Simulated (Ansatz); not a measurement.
The cluster Si3Ni, relaxed as a singlet with RKS r2SCAN-D4/def2-SVP in Ansatz, starting from the GFN1-xTB geometry. Force threshold 0.02 eV/Å.

The restricted singlet is unstable towards broken spin symmetry at other levels; at r2SCAN-D4/def2-SVP this wasn't settled. No other spin state of charge 0 was run. Another isomer (singlet) lies 0.36 eV lower at PBE0-D4/def2-TZVP; other spin states weren't run for this one.

Start:

```csv
atom,x (Å),y (Å),z (Å)
Ni1,-0.017,0.939,1.538
Si2,0.575,-0.910,0.627
Si3,-0.577,0.968,-0.533
Si4,0.019,-0.997,-1.632
```

Estimate the energy that the relaxation releases and the steps that it takes.

4.7 kcal/mol, in 14 steps; 18 s on 4 threads of Intel Xeon Platinum 8488C on a shared host. No frequencies were taken in this run, so the end may be a saddle point.

Does the start keep its bonding and symmetry?

By distances, no bond broke or formed. The bond that changes most is Si3–Si4, from 2.33 to 2.54 Å (atoms count from 1). Point group C2v at the start, Cs at the end, both within 0.05 Å.

Predict the relaxed structure.


```xyz
4

Ni    0.019    0.904    1.616
Si    0.485   -0.789    0.496
Si   -0.592    1.026   -0.489
Si    0.087   -1.141   -1.623
```
Bond lengths: 3 × Si–Si 2.18 to 2.54 Å; 2 × Ni–Si 2.08 to 2.20 Å.
